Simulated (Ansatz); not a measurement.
Hf3N3. Charge 0, multiplicity 2. Geometry PBE0-D4/def2-SVP.

Cartesian coordinates in Å:
```
Hf -0.754 -1.197 -0.248
Hf 1.602 0.098 0.687
Hf -0.122 1.269 -1.359
N -1.511 0.834 0.033
N 1.106 -1.662 0.153
N -0.320 0.659 0.734
```

In the def2 sets Hf takes a core potential; there is no spin–orbit coupling. The structure comes from a short search, and lower isomers may exist.

Q: Estimate the α-spin orbital energies around the gap (eV) in Ansatz with PBE-D4/def2-SVP, PBE-D4/def2-TZVP, BLYP-D4/def2-TZVP, PBE0-D4/def2-SVP, PBE0-D4/def2-TZVPD.

A: 
```tsv
orbital	PBE-D4/def2-SVP	PBE-D4/def2-TZVP	BLYP-D4/def2-TZVP	PBE0-D4/def2-SVP	PBE0-D4/def2-TZVPD
HOMO−9	-9.61	-9.54	-9.33	-10.98	-10.97
HOMO−8	-9.03	-9.03	-8.83	-10.42	-10.47
HOMO−7	-6.49	-6.43	-6.25	-7.63	-7.63
HOMO−6	-6.40	-6.34	-6.17	-7.53	-7.53
HOMO−5	-6.25	-6.19	-6.02	-7.38	-7.38
HOMO−4	-5.31	-5.27	-5.12	-6.28	-6.28
HOMO−3	-5.00	-4.97	-4.84	-5.85	-5.89
HOMO−2	-4.87	-4.83	-4.71	-5.70	-5.68
HOMO−1	-3.74	-3.71	-3.62	-4.44	-4.44
HOMO	-3.38	-3.36	-3.21	-4.03	-4.04
LUMO	-2.75	-2.80	-2.74	-2.27	-2.34
LUMO+1	-2.39	-2.38	-2.32	-1.74	-1.77
LUMO+2	-2.03	-2.03	-1.92	-1.37	-1.50
LUMO+3	-1.88	-1.90	-1.82	-1.21	-1.31
LUMO+4	-1.75	-1.80	-1.71	-1.10	-1.20
LUMO+5	-1.52	-1.50	-1.42	-0.77	-0.86
β HOMO	-3.60	-3.57	-3.50	-4.26	-4.31
β LUMO	-2.79	-2.75	-2.73	-2.17	-2.18
```
